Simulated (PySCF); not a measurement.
Species: C₅H₁₂Si.
SMILES: `C[SiH2]C1CCC1`

Torsions of this conformer, `[CH3:1][SiH2:2][CH:3]1[CH2:4][CH2:5][CH2:6]1`: C1–Si2–C3–C4 168°.

The closed-shell ground state was solved at several levels (PySCF, density fitting, gas phase, non-relativistic). One conformer (not necessarily the lowest) at the PBE0-D3(BJ)/def2-SVP geometry, without solvent, vibrations or thermal averaging.

| level | basis functions | HOMO (eV) | LUMO (eV) | gap (eV) | dipole (D) |
| --- | --- | --- | --- | --- | --- |
| wB97X-D/def2-SVPD | 220 | -9.65 | 2.23 | 11.88 | 0.82 |
| B3LYP/def2-TZVP | 264 | -7.58 | 0.66 | 8.24 | 0.83 |
| PBE/pcSseg-1 | 169 | -6.58 | 0.38 | 6.96 | 0.82 |
| PBE0/pcSseg-1 | 169 | -7.84 | 1.20 | 9.04 | 0.79 |

**Question.** Estimate the row for B3LYP/6-31G*, a basis of 112 functions; the other rows only guide the guess.

**Answer.** HOMO -7.39 eV, LUMO 1.50 eV, gap 8.89 eV, dipole 0.86 D.

**Question.** Over all these levels, which gives the widest orbital gap and which the narrowest?

**Answer.** wB97X-D/def2-SVPD (range-separated hybrid) has the widest, 11.88 eV, and PBE/pcSseg-1 (GGA) the narrowest, 6.96 eV. Functional and basis both differ between the two, so the spread mixes both effects.

**Question.** How far do the dipole and the HOMO energy spread over the levels?

**Answer.** The dipole runs from 0.79 to 0.86 D (mean 0.83 D) and the HOMO from -9.65 to -6.58 eV.
